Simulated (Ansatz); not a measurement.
Stretching the Be1–Br3 bond in BeBrCl (SMILES [Cl][Be][Br]) (multiplicity 1 held, fragments rigid). Energies count from the point at 1.957 Å.
Geometry at that point (charge 0, multiplicity 1):
```xyz
3

Be     0.0000     0.0000    -0.6760
Cl     0.0000     0.0000    -2.4787
Br     0.0000     0.0000     1.2812
```

U- levels take the lowest unrestricted solution at each point, which mixes spins at long bonds. Active spaces are followed from a long bond inwards. Curves can end on different states.

Cores are frozen in the correlated methods. Filled d and f shells under p-block atoms count as core.

The values were computed with Ansatz (a program for electronic structure) with Gaussian orbitals. 

### Question
Give the energy at R = 6.263 Å at the level U-PBE/def2-TZVPPD.

### Answer
109.1 kcal/mol

### Question
Give the energy at R = 6.263 Å at the level FIC-MRCISD+Q on CASSCF(6,4)/def2-TZVPPD.

### Answer
109.8 kcal/mol

### Question
Predict the energy at R = 6.263 Å from SC-NEVPT2 on CASSCF(6,4)/def2-TZVPPD.

### Answer
112.2 kcal/mol

Doubts at one or more of the structures used: a spin-contaminated determinant (U-PBE/def2-TZVPPD); active orbitals that take no part (SC-NEVPT2 on CASSCF(6,4)/def2-TZVPPD, FIC-MRCISD+Q on CASSCF(6,4)/def2-TZVPPD).
